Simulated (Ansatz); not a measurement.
A nudged elastic band was laid between two geometries of BH$_{9}$N$_{2}$Si$_{2}$ (14 atoms, charge 0, multiplicity 1).

Level of theory: RKS B3LYP-D4/def2-SVP (Ansatz).

```
movable images  : 5
climbing image  : yes
spring          : 5.0 eV/Å²
optimiser       : quadratic models (default)
start path      : through a guess of the saddle point
force threshold : 0.03 eV/Å
iteration limit : 43
end points      : relaxed
```

First end point:

```xyz
14
Properties=species:S:1:pos:R:3
N -1.538 0.843 -0.671
B -0.822 -0.375 -0.756
N -0.892 -1.215 -1.891
Si 0.388 -0.887 0.800
Si 1.645 1.005 1.411
H -2.158 1.185 -1.398
H -1.498 1.455 0.133
H -1.457 -1.013 -2.709
H -0.372 -2.078 -1.968
H 1.328 -2.004 0.454
H -0.374 -1.324 2.015
H 2.488 1.466 0.265
H 0.711 2.126 1.755
H 2.538 0.785 2.589
```

Last end point:

```xyz
14
Properties=species:S:1:pos:R:3
N -1.554 0.833 -0.363
B -0.950 -0.427 -0.474
N -0.566 -1.107 -1.635
Si 0.392 -1.194 1.715
Si 1.449 0.880 1.122
H -1.720 1.448 -1.151
H -1.794 1.244 0.530
H -0.646 -0.716 -2.567
H -0.060 -1.981 -1.596
H 1.167 -1.985 0.659
H -0.954 -1.102 0.609
H 1.763 1.156 -0.317
H 0.696 2.064 1.647
H 2.763 0.857 1.851
```

Question: Which bonds break or form, and what moves?

Answer: Bonds broken: B2–Si4. Bonds formed: B2–H11.

Question: What energy profile does the band end with?

Answer: The forces met the threshold. The highest image is number 4 of 0 to 6, 1.87 eV above the first end and 0.37 eV above the last; the last end lies 1.49 eV above the first. A vibrational analysis at the climbing image gives one clearly imaginary mode, 748i cm⁻¹: a first-order saddle point. The orbitals stay closed-shell, which can raise the energy where a bond breaks towards radicals; this wasn't checked here.

```tsv
image	path coordinate (Å)	energy (eV)	B2–Si4 (Å)	B2–H11 (Å)
0	0.00	0.00	2.04	2.96
1	0.71	0.01	2.03	2.97
2	1.42	0.14	2.01	2.82
3	2.13	0.91	2.00	2.32
4	2.84	1.87	2.27	1.70
5	3.38	1.55	2.56	1.31
6	3.93	1.49	2.68	1.28
```

Question: What is the geometry of the highest image?

Answer: 
```xyz
14
Properties=species:S:1:pos:R:3:forces:R:3
N -1.387 0.852 -0.392 0.00 0.00 -0.01
B -0.664 -0.360 -0.466 0.00 0.00 0.00
N -0.542 -1.122 -1.643 0.00 -0.01 0.00
Si 0.390 -1.147 1.382 0.00 0.00 0.00
Si 1.446 0.928 1.150 0.00 0.00 0.00
H -1.762 1.323 -1.208 0.00 0.00 0.00
H -1.554 1.352 0.471 0.00 0.00 0.00
H -0.995 -0.866 -2.514 0.00 0.00 0.00
H 0.050 -1.937 -1.712 0.00 0.00 0.00
H 0.999 -2.177 0.479 0.00 0.00 0.00
H -1.083 -1.105 1.001 0.00 0.00 0.00
H 1.862 1.347 -0.222 0.00 0.00 0.00
H 0.540 1.972 1.717 0.00 0.00 0.00
H 2.688 0.910 1.986 0.00 0.00 0.00
```

Question: What are the harmonic wavenumbers there?

Answer: 748i, 55, 138, 194, 230, 303, 339, 364, 385, 420, 436, 446, 460, 573, 584, 604, 679, 851, 892, 929, 936, 968, 983, 1154, 1416, 1579, 1596, 2098, 2168, 2191, 2197, 2206, 3573, 3587, 3693, 3708 cm⁻¹.

The run took 14 min on 2 threads of Intel(R) Xeon(R) Platinum 8259CL CPU @ 2.50GHz (Skylake/Cascade Lake) (shared host), peak memory 0.34 GiB.
